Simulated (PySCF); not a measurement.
# Spectroscopy problems

PySCF 2.14 calculation with shielding tensors at PBE0/pcSseg-1 (GIAO) and GFN2-xTB geometry; one averaged value for each set of equivalent atoms, no solvent, one computed conformer, non-relativistic.

δ = σ(ref) − σ, references computed at the same level: ¹H (31.72 ppm), ¹³C (186.93 ppm) vs TMS. Splittings of carbon signals by F and P are missing where no couplings were computed. Where no couplings were computed, multiplicities follow the n + 1 count of equivalent neighbours, and m marks all less simple cases (inequivalent or close neighbours, rings, F or P nearby). Shifts are as computed. Against solution values, carbons near 30 ppm lie about +3 ppm off and those near 130 ppm about +5 ppm. Of 1211 compounds with measured shifts, 218 miss one by over three times the rms of a fit or turn the order of signals round; such compounds aren't used in these exercises.

Problem. C$_{6}$H$_{11}$NOSi. ¹H NMR (600 MHz, computed): δ 6.57 (d, 1H), 4.39 (m, 1H), 4.21 (s, 2H), 4.12 (m, 2H), 1.54 (m, 2H), 0.10 (t, 3H). ¹³C{¹H} NMR (computed): δ 152.3 (CH), 119.6 (C), 103.2 (CH), 53.5 (CH2), 15.5 (CH2), -9.7 (CH3). Give a structure.

Solution. `InChI=1S/C6H11NOSi/c1-9-6-2-4-8-5-3-7/h2,4H,5-6,9H2,1H3/b4-2+`. The formula gives 3 degrees of unsaturation (no ring in the answer). 6 carbon signals for 6 carbons: no two carbons are equivalent. Carbon types of the structure: 1 × C, 2 × CH, 2 × CH2, 1 × CH3, leaving 2 H on heteroatoms. δC 152.3: alkene carbon bearing oxygen; an sp2 carbon further deshielded by the attached heteroatom. δC 119.6: nitrile carbon; typical of a nitrile. δC 103.2: β carbon of an enol-ether or enamine type C=C; the O or N lone pair pushes π density onto this β carbon and shields it. δC -9.7: methyl carbon bonded to Si; an electropositive neighbour leaves it electron-rich and shielded.

The data come from this structure; uniqueness wasn't tested.

Problem. C$_{6}$H$_{6}$F$_{4}$N$_{2}$. ¹H NMR (600 MHz, computed): δ 6.34 (m, 1H), 4.29 (q, 2H), 1.47 (t, 3H). ¹³C{¹H} NMR (computed): δ 170.6, 136.1, 129.3, 99.8, 49.0, 19.2. What is it?

Solution. `CCn1nc(F)cc1C(F)(F)F`. The formula gives 3 degrees of unsaturation (1 ring in the answer). 6 carbon signals for 6 carbons: no two carbons are equivalent. Carbon types of the structure: 3 × C, 1 × CH, 1 × CH2, 1 × CH3, which accounts for all hydrogens. δC 170.6: aromatic carbon bearing fluorine; an ipso carbon deshielded by its heteroatom. δC 136.1: substituted aromatic carbon next to a ring nitrogen. δC 129.3: CF3 carbon; 3 electronegative neighbours deshield it. δC 99.8: aromatic CH.

This is the structure that produced the data.
